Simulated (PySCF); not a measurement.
Assigning NMR signals

Numbering as in the mapped SMILES `[CH2:1]=[C:2](/[CH:3]=[CH:4]/[CH3:5])[NH:6][C:7]([CH3:8])=[O:9]`. Each H is labelled by its parent atom. Ha(C1) is cis to C3; Hb(C1) is trans to C3.

[PySCF 2.14.0 with density-fitted response routines: shieldings: GIAO PBE0/pcSseg-1; geometry from GFN2-xTB; one conformer; no relativistic terms; in vacuum; averaged over atoms made equivalent by symmetry, fast rotation or ring inversion]

δ = σ(ref) − σ, references computed at the same level: TMS for $^{13}$C (σref 186.93), $^{1}$H (σref 31.72).

Question: Assign these signals to the numbered atoms. $^{13}$C{$^{1}$H} NMR (computed): δ 168.8 (C), 142.7 (C), 137.9 (CH), 125.6 (CH), 109.3 (CH2), 26.4 (CH3), 22.4 (CH3).

Answer: 
168.8 → C7, amide carbonyl carbon: lone-pair donation from the attached heteroatom keeps it upfield of a ketone carbonyl
142.7 → C2, alkene carbon bearing nitrogen: an sp2 carbon further deshielded by the attached heteroatom
137.9 → C3, alkene CH: an sp2 carbon of a C=C bond
125.6 → C4, alkene CH
109.3 → C1, β carbon of an enol-ether or enamine type C=C: the O or N lone pair pushes π density onto this β carbon and shields it
26.4 → C8, methyl carbon α to a carbonyl: α to the electron-withdrawing carbonyl group
22.4 → C5, allylic methyl carbon: aliphatic region, no heteroatom directly attached

Question: Assign these signals to the numbered atoms. $^{1}$H NMR (400 MHz, computed): δ 6.87 (br s, 1H), 6.24 (br, 1H), 6.08 (d, 1H), 5.54 (m, 1H), 4.89 (br s, 1H), 2.02 (s, 3H), 1.98 (d, 3H).

Answer: 
6.87 → Hb(C1), hydrogen on a β carbon of an enol-ether or enamine type C=C: olefinic region
6.24 → H(N6), hydrogen on an amide-type nitrogen: exchangeable; this is the value without hydrogen bonding to other molecules
6.08 → H(C3), hydrogen on an alkene CH: a vinylic proton, deshielded by the sp2 carbon and the C=C anisotropy
5.54 → H(C4), hydrogen on an alkene CH
4.89 → Ha(C1), hydrogen on a β carbon of an enol-ether or enamine type C=C: lone-pair donation from O or N shields it, upfield of ordinary alkene protons
2.02 → H(C8), hydrogen on a methyl carbon α to a carbonyl: α to C=O
1.98 → H(C5), hydrogen on an allylic methyl carbon: allylic position

H(C8) and H(C5) lie closer than the usual error of such a calculation, so a measured spectrum could show them in the other order.

OH and NH positions are those of a molecule without intermolecular hydrogen bonds; in solution they move with solvent, concentration and temperature, and exchange usually removes their couplings. Shifts are as computed. Against solution values, carbons near 30 ppm lie about +3 ppm off and those near 130 ppm about +5 ppm. Of 1211 compounds with measured shifts, 218 miss one by over three times the rms of a fit or turn the order of signals round; such compounds aren't used in these exercises. The C=O carbon of an acid or of an amide with N–H lies up to 10 ppm further downfield in solution, through hydrogen bonding that the calculation lacks. Multiplicities follow the n + 1 count of equivalent neighbours, as no J values were calculated; m marks all less simple cases, F and P coupling included.
